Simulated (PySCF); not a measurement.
Two species compared at the same levels of theory.

First species: C4H8SSi2.
SMILES: `C1=C[SiH2]SC=C[SiH2]1`

Second species: C5H9Cl.
SMILES: `CC/C=C(\C)Cl`

Levels: CAM-B3LYP/def2-SVPD for dipole moment, HOMO energy, LUMO energy, HOMO–LUMO gap, static isotropic polarisability and electronic spatial extent ⟨r²⟩ about the centre of nuclear charge; TDDFT CAM-B3LYP/def2-SVPD for lowest singlet excitation; TDA CAM-B3LYP/def2-SVPD for lowest triplet excitation (Tamm–Dancoff); GFN2-xTB for rotational constant A and rotational constant C. Geometries: GFN2-xTB. All species are isolated and taken at one optimised geometry, non-relativistic unless stated; the electronic structure was computed with PySCF and density fitting.

The conformers computed, where there is a choice (atom-mapped SMILES and torsion angles):
- `[CH3:1][CH2:2]/[CH:3]=[C:4](\[CH3:5])[Cl:6]`: C1–C2–C3–C4 108°

Values for the first species:

- Dipole moment: 1.60 D
- HOMO energy: -8.32 eV
- LUMO energy: -0.13 eV
- HOMO–LUMO gap: 8.19 eV
- Lowest singlet excitation: 5.01 eV
- Lowest triplet excitation (Tamm–Dancoff): 3.86 eV
- Static isotropic polarisability: 113.7 au
- Electronic spatial extent ⟨r²⟩ about the centre of nuclear charge: 1261 bohr²
- Rotational constant A: 1.907 GHz
- Rotational constant C: 0.976 GHz

(1) Estimate the same properties for the second species, and the change in each.

## Answers

(1) 
```tsv
property	first	second	second less first
dipole moment	1.60 D	2.17 D	+0.57 D
HOMO energy	-8.32 eV	-8.26 eV	+0.06 eV
LUMO energy	-0.13 eV	1.10 eV	+1.23 eV
HOMO–LUMO gap	8.19 eV	9.36 eV	+1.17 eV
lowest singlet excitation	5.01 eV	6.39 eV	+1.38 eV
lowest triplet excitation (Tamm–Dancoff)	3.86 eV	4.21 eV	+0.35 eV
static isotropic polarisability	113.7 au	77.0 au	-36.7 au
electronic spatial extent ⟨r²⟩ about the centre of nuclear charge	1261 bohr²	986 bohr²	-275 bohr²
rotational constant A	1.907 GHz	5.645 GHz	+3.738 GHz
rotational constant C	0.976 GHz	1.224 GHz	+0.248 GHz
```

On the first: In wavenumbers S1 is 40400 cm⁻¹ (1 eV = 8065.54 cm⁻¹).

On the second: The 8 singlets span 6.39 to 8.03 eV, and their oscillator strengths add up to 0.45.
